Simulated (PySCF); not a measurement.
Nb(O)(F)2(OH) (F2HNbO2), SMILES [F][Nb]([F])(=[O])[OH], multiplicity 1.

Geometry optimised at PBE-D3(BJ)/def2-SVP. The multiplicity is an assumed one; no other spin state was optimised. The structure was generated by enumeration; whether it is a known compound was not checked. The def2 effective core potentials stand for the cores of Nb; spin–orbit coupling is left out. Other conformers were not sampled.

Calculation: PySCF with PBE-D3(BJ)/def2-SVP.

Frequencies are harmonic and unscaled.

Computed vibrational spectrum:
```tsv
mode	ν (cm⁻¹)	IR (km/mol)	moving atoms (share of kinetic energy)
1	164	9.6	F 84 %, Nb 10 %
2	177	0.4	O 44 %, F 37 %, H 10 %, Nb 9 %
3	195	3.1	F 43 %, O 28 %, Nb 23 %
4	237	0.0	O 55 %, F 31 %
5	241	29.2	O 69 %, F 11 %, Nb 10 %, H 10 %
6	411	125.9	H 78 %, O 18 %
7	516	157.7	H 74 %, O 25 %
8	678	61.3	F 84 %
9	706	159.3	F 74 %, Nb 26 %
10	743	108.5	O 66 %, Nb 21 %, H 11 %
11	1005	136.2	O 85 %, Nb 15 %
12	3761	223.7	H 94 %
```
